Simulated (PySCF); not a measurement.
A structure optimised at GFN2-xTB (Å):
```
atom  x, y, z in Å
C1    -3.1873   -0.2246   -0.3443
C2    -1.7771   -0.8009   -0.3242
C3    -0.7254    0.2878   -0.1255
C4     0.6889   -0.2863   -0.1086
C5     1.7315    0.8140    0.0918
C6     3.1346    0.2476    0.1096
F7     3.3216   -0.6418    1.0970
F8     3.4531   -0.3812   -1.0324
F9     4.0620    1.2055    0.2838
H10   -3.9212   -1.0143   -0.4842
H11   -3.4070    0.2842    0.5917
H12   -3.2957    0.4912   -1.1561
H13   -1.6942   -1.5330    0.4816
H14   -1.5840   -1.3209   -1.2648
H15   -0.8096    1.0206   -0.9310
H16   -0.9175    0.8068    0.8162
H17    0.8854   -0.8016   -1.0512
H18    0.7783   -1.0171    0.6981
H19    1.6847    1.5456   -0.7171
H20    1.5738    1.3293    1.0413
```

Neutral, closed shell.

Read off the bonds between heavy atoms and their formal orders.

C1–C2 1.52 Å (single); C2–C3 1.53 Å (single); C3–C4 1.53 Å (single); C4–C5 1.53 Å (single); C5–C6 1.51 Å (single); C6–F7 1.34 Å (single); C6–F8 1.34 Å (single); C6–F9 1.34 Å (single). Bonds to hydrogen (Å): C1–H10 1.09; C1–H11 1.09; C1–H12 1.09; C2–H13 1.09; C2–H14 1.09; C3–H15 1.09; C3–H16 1.09; C4–H17 1.09; C4–H18 1.09; C5–H19 1.09; C5–H20 1.09.

Write the SMILES.

`CCCCCC(F)(F)F`, C6H11F3, 1,1,1-trifluorohexane. Among its features: CF3 group and C–F bond.

What is the point group of this geometry?

Cs (tolerance 0.08 Å).

Describe the place of each heavy atom.

C1: methyl carbon; C2: chain CH2 carbon; C3: chain CH2 carbon; C4: chain CH2 carbon; C5: chain CH2 carbon; C6: CF3 carbon; F7/F8/F9: fluorine of a CF3 group.

What is the arrangement about C1?

It has 4 neighbours (C2, H10, H11, H12) and is tetrahedral (angles from 108.3° to 110.6°).

What is the arrangement about C5?

It has 4 neighbours (C4, C6, H19, H20) and is tetrahedral (angles from 107.4° to 111.4°).

These are computed values.
